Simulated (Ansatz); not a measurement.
WNO3H2, that is [WO3(NH2)]- with one electron fewer. The state is a doublet with charge 0. Geometry PBE-D4/def2-SVPD; atoms count from 1.

Cartesian coordinates in Å:
```
W -0.229 -0.494 -0.526
O 0.158 -2.168 -0.001
O -2.023 -0.493 -0.628
O 0.499 -0.119 -2.062
N 0.409 0.836 0.813
H 0.128 0.838 1.797
H 1.058 1.600 0.607
```

In the def2 sets W takes a core potential; there is no spin–orbit coupling.

**Question.** Estimate the Mulliken populations from the PBE0/def2-TZVPD orbitals of Ansatz.

**Answer.** 
| atom | charge (e) | spin (α − β) | d electrons |
| --- | --- | --- | --- |
| W1 | 1.66 | -0.29 | 3.35 |
| O2 | -0.47 | 0.62 | – |
| O3 | -0.47 | 0.61 | – |
| O4 | -0.52 | 0.00 | – |
| N5 | -0.56 | 0.07 | – |
| H6 | 0.16 | -0.01 | – |
| H7 | 0.20 | 0.00 | – |
Mulliken values depend strongly on the basis. With diffuse functions, as here, like atoms can get unlike values, and bond orders can come out too low or too high.

**Question.** Where does the spin sit?

**Answer.** Summed by element: W -0.29, O 1.23, N 0.07, H -0.01, of 1 unpaired in all. Largest on single atoms: O2 0.62, O3 0.61, W1 -0.29.

**Question.** And the Mayer bond orders between heavy atoms (over 0.3)?

**Answer.** W1–O2 1.44 (1.80 Å); W1–O3 1.44 (1.80 Å); W1–O4 1.87 (1.74 Å); W1–N5 1.02 (1.99 Å).
